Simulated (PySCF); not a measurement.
Converging LiBe in the basis (PBE0)

PySCF, UKS reference; doublet, unpaired electrons σ ↑; De to Li + Be without counterpoise correction.

```json
{"basis": "pcseg-1", "relativity": "no relativity", "functions": "18", "Re (Å)": "2.609", "ωe (cm⁻¹)": "331", "De (eV)": "0.46", "μ (D)": "-2.70"}
{"basis": "def2-SVPD", "relativity": "no relativity", "functions": "24", "Re (Å)": "2.593", "ωe (cm⁻¹)": "353", "De (eV)": "0.56", "μ (D)": "-3.26"}
{"basis": "cc-pVDZ", "relativity": "no relativity", "functions": "28", "Re (Å)": "2.596", "ωe (cm⁻¹)": "339", "De (eV)": "0.50", "μ (D)": "-2.70"}
{"basis": "jorge-DZP-DKH", "relativity": "spin-free X2C", "functions": "30", "Re (Å)": "2.604", "ωe (cm⁻¹)": "338", "De (eV)": "0.50", "μ (D)": "-2.71"}
{"basis": "def2-TZVP", "relativity": "no relativity", "functions": "33", "Re (Å)": "2.585", "ωe (cm⁻¹)": "343", "De (eV)": "0.50", "μ (D)": "-2.84"}
{"basis": "cc-pVTZ", "relativity": "no relativity", "functions": "60", "Re (Å)": "2.582", "ωe (cm⁻¹)": "345", "De (eV)": "0.51", "μ (D)": "-2.85"}
```

Task: How does each smaller set differ from the one with most functions, cc-pVTZ?

Result: pcseg-1: +2.7 pm, -4.1 % in ωe, -0.05 eV in De; def2-SVPD: +1.1 pm, +2.3 % in ωe, +0.05 eV in De; cc-pVDZ: +1.4 pm, -1.7 % in ωe, -0.01 eV in De; jorge-DZP-DKH: +2.2 pm, -2.0 % in ωe, -0.01 eV in De; def2-TZVP: +0.3 pm, -0.6 % in ωe, -0.01 eV in De. All at PBE0; the set with most functions is neither the basis-set limit nor always the best. The rows treat relativity differently, so the differences are not basis effects alone.

A positive dipole means Li(−)Be(+). The state was picked by a PBE0 search and need not be the measured ground state.
